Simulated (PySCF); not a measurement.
# Effect of structural changes

Method used: PySCF 2.14.0, quadratic response CAM-B3LYP/aug-cc-pVDZ first hyperpolarisability, Taylor convention, gas phase. Geometry: PBE0-D3(BJ)/def2-SVP.

Each molecule in one low-energy conformer.

**Question.** How does the norm of the vector part βᵢ = ⅓ Σⱼ (βᵢⱼⱼ + βⱼᵢⱼ + βⱼⱼᵢ) of the static first hyperpolarisability change along this series?
- CC(C)=C=C(C)[SiH3] (H replaced by SiH3)
- CC(C)=C=C(C)C (H replaced by CH3)
- CC(C)=C=C(C)Cl (H replaced by Cl)

**Answer.** 
| molecule | static β vector norm (au) | static β HRS (au) | S1 (eV) |
| --- | --- | --- | --- |
| CC(C)=C=C(C)[SiH3] | 207 | 81 | 5.29 |
| CC(C)=C=C(C)C | 0 | 8 | 5.78 |
| CC(C)=C=C(C)Cl | 21 | 17 | 5.06 |

The norm of the vector part βᵢ = ⅓ Σⱼ (βᵢⱼⱼ + βⱼᵢⱼ + βⱼⱼᵢ) of the static first hyperpolarisability is lowest for CC(C)=C=C(C)C and highest for CC(C)=C=C(C)[SiH3].
